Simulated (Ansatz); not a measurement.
`C=C(C)Cl` + `N[SiH](F)Br` → `CN[SiH](F)Br` + `C=CCl`  (substitution at a C–C bond)

Gas-phase electronic energies from Ansatz, PBE0-D4/def2-TZVP geometries. CBS: MP2 limit from def2 TZ/QZ plus the TZ coupled-cluster correction, frozen cores. This one scheme is used for every species. DFT in def2-TZVPP. B3LYP here is the variant with VWN-RPA as its local correlation; programs differ in this. For Br outer-core shells are correlated without core-valence functions, which leaves a few kJ/mol of doubt a bond. Scalar relativity is left out up to krypton. Each species was taken in one conformer, which may not be the lowest.

Question: Is it downhill or uphill in electronic energy at CCSD(T)/CBS, and by how much? (An estimate is asked.)

Answer: The calculation gave: Uphill: ΔE = +13.8 kcal/mol.

Question: What do these levels give: PBE-D4, r2SCAN-D4, PBE0-D4, B3LYP, HF/def2-TZVPP, SCS-MP2/def2-TZVPP, CCSD/def2-TZVPP, HF/def2-QZVPP, MP2/def2-QZVPP, SCS-MP2/def2-QZVPP, MP2/CBS(def2), CCSD/CBS(def2)? (An estimate is asked.)

Answer: The calculation gave: PBE-D4 13.2, r2SCAN-D4 14.3, PBE0-D4 13.5, B3LYP 12.9, HF/def2-TZVPP 12.6, SCS-MP2/def2-TZVPP 13.7, CCSD/def2-TZVPP 13.3, HF/def2-QZVPP 12.6, MP2/def2-QZVPP 14.9, SCS-MP2/def2-QZVPP 13.9, MP2/CBS(def2) 15.1, CCSD/CBS(def2) 13.6 kcal/mol.

Largest T1 diagnostic among the species: 0.010.

In def2-TZVPP, CCSD(T) changes the Hartree–Fock value by +0.8 kcal/mol (the triples alone add +0.2 kcal/mol) and MP2 by +2.1 kcal/mol.
